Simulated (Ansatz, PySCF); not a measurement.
B(I)2(Me) (CH3BI2), SMILES CB(I)I.

Geometry: B3LYP-D3(BJ)/def2-SVP. The def2 effective core potentials stand for the cores of I; spin–orbit coupling is left out.

Vertical ionisation energy (IE) and electron affinity (EA) in eV. Rows of orbital energies are one-electron estimates. Where ΔSCF, EOM or ADC give a negative EA the extra electron is unbound and the value depends on the basis.

```json
[
 {"level": "−ε(HOMO), −ε(LUMO), ωB97X/def2-TZVP (PySCF)", "IE": "9.53", "EA": "-0.18"},
 {"level": "−ε(HOMO), −ε(LUMO), PBE/def2-TZVP (PySCF)", "IE": "[?]", "EA": "[?]"},
 {"level": "ΔSCF, CAM-B3LYP/def2-SVPD (Ansatz), final states of multiplicity 2 and 2", "IE": "9.51", "EA": "0.47"},
 {"level": "ΔSCF, PBE/def2-SVPD (Ansatz), final states of multiplicity 2 and 2", "IE": "8.99", "EA": "0.43"}
]
```

**Question.** Some entries are withheld; supply them. (Estimate from the structure and the level; the computed values follow.)

**Answer.** 
- −ε(HOMO), −ε(LUMO), PBE/def2-TZVP (PySCF), IE: 6.26
- −ε(HOMO), −ε(LUMO), PBE/def2-TZVP (PySCF), EA: 2.78

**Question.** What vertical singlet–triplet gap does ΔSCF give with CAM-B3LYP/def2-SVPD (Ansatz, a quantum-chemistry and plane-wave program) and with PBE/def2-SVPD (Ansatz)? (The exact figures need the calculation; the answer reports its results.)

**Answer.** 4.11 and 3.67 eV (triplet above singlet where positive).
